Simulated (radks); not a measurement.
Q: Re2+, configuration [Xe] 4f14 5d5. Calculated with a radial shooting solver on a logarithmic mesh with Libxc functionals: scalar-relativistic Kohn-Sham, PBE, spin-polarised, spherical densities, finite nucleus; open shells are filled with parallel spins first (spin-orbit coupling, left out, can overturn this in heavy ions); Fermi nuclear charge, rms radius 5.3698 fm. Some entries of the table are withheld. Estimate them.

| orbital | occ. | eigenvalue (Ry) | <r^2> (bohr^2) |
|---|---|---|---|
| 1s down | 1 | -5266.382 | 0.0004480 |
| 1s up | 1 | -5266.382 | 0.0004480 |
| 2s up | 1 | -914.1387 | 0.006877 |
| 2s down | 1 | -914.1200 | 0.006877 |
| 2p up | 3 | -798.1072 | 0.005708 |
| 2p down | 3 | -798.0924 | 0.005708 |
| 3s up | 1 | -212.5577 | 0.04457 |
| 3s down | 1 | -212.5524 | 0.04457 |
| 3p up | 3 | -178.3273 | 0.04540 |
| 3p down | 3 | -178.3211 | 0.04539 |
| 3d up | 5 | -139.4691 | 0.03764 |
| 3d down | 5 | -139.4567 | 0.03764 |
| 4s up | 1 | -45.30623 | 0.2191 |
| 4s down | 1 | -45.28969 | 0.2191 |
| 4p up | 3 | -34.07388 | 0.2497 |
| 4p down | 3 | -34.05869 | 0.2497 |
| 4d up | 5 | -19.96668 | 0.2896 |
| 4d down | 5 | -19.94874 | 0.2893 |
| 5s up | 1 | -7.53192 | 1.216 |
| 5s down | 1 | -7.36737 | 1.194 |
| 5p up | 3 | -4.75072 | 1.663 |
| 5p down | 3 | -4.53298 | 1.631 |
| 4f up | 7 | (1) | 0.4236 |
| 4f down | 7 | (2) | 0.4146 |
| 5d up | 5 | (3) | 3.649 |
| 5d down | 0 | (4) | 3.766 |

A: 
(1) 4f up eigenvalue (Ry): -4.31786
(2) 4f down eigenvalue (Ry): -4.28173
(3) 5d up eigenvalue (Ry): -1.66729
(4) 5d down eigenvalue (Ry): -1.40025
